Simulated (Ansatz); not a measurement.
BeF2 (SMILES [F][Be][F]) moved off its minimum; all values from Ansatz (a program for electronic structure), cores frozen in correlated methods.
(charge 0, multiplicity 1)
```xyz
3

Be     0.03941    -0.02525    -0.03453
F      0.02043     0.01101    -1.42682
F      0.03681     0.00228     1.31252
```

| level | largest force (eV/Å) | on atom | rms difference from CCSD(T)/aug-cc-pVTZ (eV/Å) | dipole (D) |
|---|---|---|---|---|
| HF/def2-TZVPP | 1.60 | Be1 | 0.325 | 0.28 |
| PBE/def2-TZVPP | 1.60 | F3 | 0.109 | 0.24 |
| r2SCAN/def2-TZVPP | 1.60 | Be1 | 0.041 | 0.25 |
| B3LYP/def2-TZVPP | 1.59 | Be1 | 0.050 | 0.25 |
| wB97M-V/def2-TZVPP | 1.60 | Be1 | 0.013 | 0.25 |
| MP2/aug-cc-pVTZ | 1.64 | Be1 | 0.061 | 0.26 |
| CCSD(T)/aug-cc-pVTZ | 1.63 | Be1 | 0.000 | 0.26 |

The differences count from one level among others, with limits of its own. Forces at CCSD(T)/aug-cc-pVTZ (eV/Å):

| atom | Fx | Fy | Fz |
|---|---|---|---|
| Be1 | -0.034 | 0.078 | -1.628 |
| F2 | 0.020 | -0.056 | 0.242 |
| F3 | 0.014 | -0.023 | 1.386 |
